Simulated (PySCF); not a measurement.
Spin-rotation constants: SMILES FC[C@@H]1OC[C@H]1CBr, C5H8BrFO

Geometry (Å), atoms numbered from 1 in this order:
```xyz
16

F    -2.309   -1.203    0.948
C    -2.002   -0.638   -0.263
C    -0.858    0.353   -0.087
O    -0.496    0.989   -1.310
C     0.850    0.503   -1.240
C     0.554   -0.244    0.067
C     1.319    0.199    1.291
Br    3.184   -0.358    1.158
H    -1.731   -1.449   -0.945
H    -2.896   -0.123   -0.627
H    -1.129    1.083    0.688
H     1.570    1.322   -1.155
H     1.105   -0.120   -2.100
H     0.583   -1.331   -0.025
H     1.330    1.284    1.392
H     0.918   -0.257    2.196
```

Computed with PySCF 2.14.0, GIAO HF/pcSseg-1 magnetisability, rotational g tensor and spin-rotation constants, non-relativistic, gas phase. Geometry: GFN2-xTB.

The calculation is non-relativistic, which matters for the atoms heavier than Zn.

**Question.** Give the nuclear spin-rotation constants along the inertial axes (H = +C I·J) beside the isotropic shieldings.

**Answer.** Rotational constants 2.7938, 0.5778, 0.5017 GHz. A star marks the isotopologue with that one atom substituted, in its own axes.
```tsv
atom	isotope	Caa (kHz)	Cbb (kHz)	Ccc (kHz)	mean (kHz)	σ (ppm)
F1	19F	-0.192	0.175	-0.056	-0.024	464.8
Br8	79Br	0.688	0.836	0.465	0.663	2550.8
H9	1H	-0.266	-0.070	0.033	-0.101	27.6
H10	1H	0.111	-0.057	-0.045	0.003	27.4
H11	1H	-0.284	-0.068	0.031	-0.107	28.0
H12	1H	-0.130	-0.027	-0.029	-0.062	27.7
H13	1H	-0.322	-0.044	0.023	-0.115	27.5
H14	1H	-0.305	-0.046	0.003	-0.116	29.3
H15	1H	-0.303	-0.040	0.003	-0.114	28.4
H16	1H	-0.295	0.021	-0.051	-0.109	28.5
C2	13C*	0.711	0.096	0.124	0.310	113.2
C3	13C*	0.681	0.099	0.118	0.299	117.9
O4	17O*	-0.113	-0.011	-0.034	-0.052	344.8
C5	13C*	0.462	0.134	0.114	0.237	123.6
C6	13C*	0.406	0.111	0.085	0.201	150.5
C7	13C*	0.423	0.107	0.083	0.205	150.5
```
For the geometry as given, no vibrational averaging.

**Question.** How do the rotational constants and the g tensor change when H9, H10, H11, H12, H13, H14, H15, H16 are replaced by deuterium?

**Answer.** Constants 2.4806, 0.5509, 0.4809 GHz; g -0.0166, -0.0039, -0.0080, against -0.0186, -0.0041, -0.0084 before.
